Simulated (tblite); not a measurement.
Species: C₂H₁₂B₃N₃Si.
Numbering: `[CH3:1][B:2]1[NH:3][BH:4][N:5]([CH2:6][SiH3:7])[BH:8][NH:9]1` (hydrogens: H10, H11, H12 on C1; H13 on N3; H14 on B4; H15, H16 on C6; H17, H18, H19 on Si7; H20 on B8; H21 on N9)

Computed with GFN2-xTB (tblite), gas phase: L-BFGS steps from a force-field or distance-geometry start until the largest atomic force falls under 0.01 eV/Å.

Step 45: E = -674.4411 eV
```
atom  x, y, z in Å  |  force x, y, z in eV/Å
C1      3.6660    0.3107    0.2011    0.021   0.015   0.018
B2      2.1002    0.1163    0.4029   -0.013  -0.010  -0.064
N3      1.1628    1.1704    0.2690    0.069   0.013  -0.044
B4     -0.2424    0.9770    0.2377    0.008   0.024  -0.012
N5     -0.7461   -0.3398    0.3912    0.007   0.037   0.024
C6     -2.1472   -0.6881    0.1584    0.032  -0.011  -0.031
Si7    -3.5764    0.5440    0.4490    0.050   0.066   0.097
B8      0.1533   -1.4153    0.6519   -0.070  -0.006   0.008
N9      1.5422   -1.1634    0.6525    0.037  -0.018   0.013
H10     4.0325   -0.3579   -0.5785    0.006   0.028   0.050
H11     4.2282    0.0770    1.1043   -0.011   0.011  -0.019
H12     3.9249    1.3243   -0.0945    0.036   0.012   0.024
H13     1.5183    2.1033    0.1195   -0.052  -0.017   0.016
H14    -0.9384    1.9061    0.0658   -0.031  -0.041  -0.013
H15    -2.2256   -1.0270   -0.8824   -0.021  -0.019  -0.059
H16    -2.3708   -1.5673    0.7704   -0.039  -0.075  -0.023
H17    -3.3225    1.9437    0.1324    0.025   0.028  -0.017
H18    -4.6628    0.1024   -0.4312   -0.037  -0.056  -0.002
H19    -4.0310    0.4497    1.8395    0.037   0.022   0.026
H20    -0.2434   -2.5071    0.8369   -0.036  -0.004  -0.002
H21     2.1693   -1.9418    0.7889   -0.017   0.001   0.012
```

Step 46: E = -674.4428 eV
```
atom  x, y, z in Å  |  force x, y, z in eV/Å
C1      3.6644    0.3113    0.2044    0.021   0.023   0.001
B2      2.0989    0.1175    0.4059   -0.017  -0.019  -0.071
N3      1.1630    1.1722    0.2661    0.015  -0.013  -0.016
B4     -0.2433    0.9763    0.2363    0.033   0.034  -0.028
N5     -0.7460   -0.3413    0.3927   -0.008   0.057   0.024
C6     -2.1464   -0.6916    0.1578    0.021   0.013  -0.028
Si7    -3.5705    0.5454    0.4512    0.006   0.051   0.078
B8      0.1515   -1.4169    0.6549   -0.030   0.009  -0.028
N9      1.5408   -1.1624    0.6554    0.001  -0.023   0.019
H10     4.0294   -0.3546   -0.5772    0.014  -0.005   0.046
H11     4.2282    0.0789    1.1061   -0.003  -0.002  -0.007
H12     3.9244    1.3233   -0.0937    0.030   0.046   0.031
H13     1.5195    2.1052    0.1185   -0.063  -0.025   0.009
H14    -0.9401    1.9046    0.0572   -0.017  -0.060  -0.003
H15    -2.2242   -1.0257   -0.8850   -0.020  -0.026  -0.042
H16    -2.3726   -1.5723    0.7685   -0.023  -0.047  -0.048
H17    -3.3199    1.9452    0.1301    0.027   0.016  -0.013
H18    -4.6620    0.1017   -0.4242   -0.020  -0.046   0.010
H19    -4.0218    0.4515    1.8426    0.039   0.028   0.030
H20    -0.2484   -2.5094    0.8283   -0.016  -0.002   0.017
H21     2.1664   -1.9417    0.7890    0.009  -0.009   0.019
```

Step 47: E = -674.4441 eV
```
atom  x, y, z in Å  |  force x, y, z in eV/Å
C1      3.6629    0.3122    0.2070    0.009   0.030  -0.011
B2      2.0972    0.1174    0.4054   -0.007  -0.018  -0.061
N3      1.1631    1.1731    0.2618   -0.028  -0.041   0.007
B4     -0.2435    0.9766    0.2353    0.040   0.016  -0.029
N5     -0.7459   -0.3410    0.3964   -0.029   0.042   0.006
C6     -2.1449   -0.6938    0.1573   -0.002   0.033  -0.022
Si7    -3.5656    0.5468    0.4539   -0.030   0.023   0.034
B8      0.1493   -1.4178    0.6574    0.010   0.023  -0.043
N9      1.5390   -1.1624    0.6560   -0.013  -0.024   0.020
H10     4.0275   -0.3521   -0.5749    0.028  -0.033   0.026
H11     4.2269    0.0801    1.1076    0.004  -0.012   0.016
H12     3.9243    1.3233   -0.0917    0.022   0.064   0.033
H13     1.5188    2.1062    0.1161   -0.052  -0.014   0.000
H14    -0.9418    1.9028    0.0534   -0.016  -0.050  -0.003
H15    -2.2214   -1.0240   -0.8873   -0.015  -0.021  -0.024
H16    -2.3737   -1.5770    0.7652   -0.008  -0.017  -0.065
H17    -3.3175    1.9463    0.1282    0.026   0.008  -0.009
H18    -4.6603    0.1001   -0.4196    0.005  -0.031   0.032
H19    -4.0145    0.4530    1.8452    0.038   0.032   0.045
H20    -0.2528   -2.5104    0.8247   -0.005  -0.002   0.027
H21     2.1639   -1.9425    0.7877    0.021  -0.010   0.023
```

Step 48: E = -674.4454 eV
```
atom  x, y, z in Å  |  force x, y, z in eV/Å
C1      3.6625    0.3138    0.2091    0.007   0.025  -0.017
B2      2.0964    0.1173    0.4052    0.009  -0.023  -0.037
N3      1.1634    1.1732    0.2595   -0.063  -0.047   0.015
B4     -0.2431    0.9767    0.2327    0.020  -0.006  -0.023
N5     -0.7465   -0.3403    0.3978   -0.032   0.006  -0.013
C6     -2.1446   -0.6955    0.1560   -0.030   0.035  -0.019
Si7    -3.5622    0.5490    0.4572   -0.049  -0.012  -0.015
B8      0.1474   -1.4183    0.6575    0.045   0.022  -0.042
N9      1.5379   -1.1625    0.6584   -0.037  -0.012   0.004
H10     4.0260   -0.3507   -0.5727    0.038  -0.040   0.015
H11     4.2277    0.0813    1.1088   -0.002  -0.013   0.023
H12     3.9254    1.3246   -0.0900    0.011   0.060   0.035
H13     1.5174    2.1070    0.1164   -0.037  -0.006  -0.010
H14    -0.9438    1.8997    0.0472   -0.009  -0.033  -0.003
H15    -2.2212   -1.0242   -0.8902   -0.009  -0.004   0.006
H16    -2.3757   -1.5814    0.7618    0.013   0.028  -0.084
H17    -3.3148    1.9479    0.1263    0.023  -0.001  -0.004
H18    -4.6602    0.0983   -0.4137    0.026  -0.014   0.053
H19    -4.0068    0.4556    1.8490    0.036   0.036   0.058
H20    -0.2566   -2.5118    0.8194    0.011   0.016   0.031
H21     2.1625   -1.9426    0.7893    0.028  -0.017   0.026
```

**Question.** Estimate the geometry and energy of step 49. (The exact step hangs on the optimiser's Hessian estimate; all steps are aligned on step 48, rigid shifts and turns removed.)

**Answer.** E = -674.4470 eV, largest force 0.101 eV/Å
```
atom  x, y, z in Å  |  force x, y, z in eV/Å
C1      3.6611    0.3159    0.2108    0.004   0.016  -0.016
B2      2.0945    0.1163    0.4025    0.029  -0.015   0.001
N3      1.1626    1.1727    0.2569   -0.067  -0.051   0.013
B4     -0.2428    0.9765    0.2295   -0.013  -0.040  -0.006
N5     -0.7474   -0.3393    0.4000   -0.034  -0.038  -0.039
C6     -2.1443   -0.6961    0.1544   -0.047   0.034  -0.020
Si7    -3.5588    0.5515    0.4611   -0.052  -0.041  -0.051
B8      0.1454   -1.4186    0.6568    0.057   0.017  -0.024
N9      1.5360   -1.1628    0.6609   -0.023  -0.005  -0.023
H10     4.0257   -0.3494   -0.5692    0.048  -0.039  -0.007
H11     4.2252    0.0818    1.1105   -0.005  -0.010   0.036
H12     3.9257    1.3272   -0.0867    0.000   0.042   0.034
H13     1.5148    2.1067    0.1153   -0.016   0.012  -0.019
H14    -0.9455    1.8955    0.0413   -0.017   0.006  -0.010
H15    -2.2191   -1.0233   -0.8930   -0.010   0.020   0.018
H16    -2.3771   -1.5859    0.7553    0.023   0.058  -0.080
H17    -3.3106    1.9496    0.1240    0.014  -0.015   0.002
H18    -4.6584    0.0949   -0.4064    0.032   0.001   0.065
H19    -3.9968    0.4591    1.8545    0.033   0.041   0.065
H20    -0.2602   -2.5125    0.8155    0.019   0.024   0.033
H21     2.1611   -1.9427    0.7907    0.024  -0.017   0.028
```

The energy changes by -0.0016 eV. The first-order estimate −F·Δx gives -0.0022 eV and the mean of the old and new forces, exact on a quadratic surface, -0.0016 eV. The step makes an angle of 67° with the force vector and moves no atom by more than 0.012 Å.

The cost below is that of the whole relaxation. The run took 2.7 s on Arm Neoverse N1, one thread, shared host with 64 logical CPUs at a one-minute load of 53.
